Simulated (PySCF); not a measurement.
**A ladder of Hamiltonians for Cr²²⁺ (chromium, charge +22)**

Occupied: 1s1/2. Hartree-Fock calculated with PySCF 2.14 in an uncontracted even-tempered set (16 s from 1.9 bohr⁻², ratio 2.7; 11 p from 2.3 bohr⁻², ratio 2.7), Gaussian nucleus throughout. NR is non-relativistic, sf-X2C the spin-free one-electron X2C Hamiltonian, X2C adds the bare one-electron spin-orbit term, X2C-SNSO screens it by Boettger's factors, DC is four-component Dirac-Coulomb, and the Gaunt and Breit terms are added at first order (total energies over the DC spinors, levels after relaxing the spinors in that mean field). QED terms are absent. Levels marked empty are virtual spinors of this ion.

```json
{"Hamiltonian": "NR", "E (hartree)": "-561.1056", "E − E(DC) (hartree)": "4.3155", "CPU seconds": "0.29"}
{"Hamiltonian": "sf-X2C", "E (hartree)": "-565.3331", "E − E(DC) (hartree)": "0.0881", "CPU seconds": "0.13"}
{"Hamiltonian": "X2C", "E (hartree)": "-565.3331", "E − E(DC) (hartree)": "0.0881", "CPU seconds": "0.13"}
{"Hamiltonian": "X2C-SNSO", "E (hartree)": "-565.3331", "E − E(DC) (hartree)": "0.0881", "CPU seconds": "0.13"}
{"Hamiltonian": "DC", "E (hartree)": "-565.4211", "E − E(DC) (hartree)": "0.0000", "CPU seconds": "3.5"}
{"Hamiltonian": "DC+Gaunt", "E (hartree)": "-565.2427", "E − E(DC) (hartree)": "0.1785", "CPU seconds": "6.4"}
{"Hamiltonian": "DC+Breit", "E (hartree)": "-565.2427", "E − E(DC) (hartree)": "0.1785", "CPU seconds": "49"}
```

Problem. Give the 2p spin-orbit interval with each Hamiltonian that has one.

Solution. X2C 12.55; X2C-SNSO 12.02; DC 11.69; DC+Gaunt 11.23; DC+Breit 11.23 (eV).

```csv
level (eV),NR,sf-X2C,X2C,X2C-SNSO,DC,DC+Gaunt,DC+Breit
1s1/2,-7433.2,-7487.3,-7487.3,-7487.3,-7489.6,-7484.9,-7484.9
2s1/2 (empty),-1706.0,-1721.5,-1721.5,-1721.5,-1721.7,-1721.2,-1721.2
2p1/2 (empty),-1663.0,-1669.3,-1677.7,-1677.4,-1677.2,-1676.2,-1676.4
2p3/2 (empty),-1663.0,-1669.3,-1665.2,-1665.4,-1665.5,-1665.0,-1665.2
3s1/2 (empty),-746.25,-751.67,-751.67,-751.67,-751.73,-751.59,-751.61
```

Weight of the small component: 1s1/2 0.00753, 2s1/2 0.00170, 2p1/2 0.00168, 2p3/2 0.00166, 3s1/2 0.000743.

Koopmans' value for the highest occupied level at DC+Breit: 7484.9 eV, against an ionisation energy of 7481.9 eV (theoretical estimate listed by NIST; NIST Atomic Spectra Database, ionization energies); the former lacks relaxation, correlation, QED and recoil.

The whole ladder took 61 s of wall time on 1 thread of Intel(R) Xeon(R) Platinum 8175M CPU @ 2.50GHz (shared host), launched as `OMP_NUM_THREADS=1 python relrun2.py TASK.json OUT` (a driver that calls PySCF for each Hamiltonian).
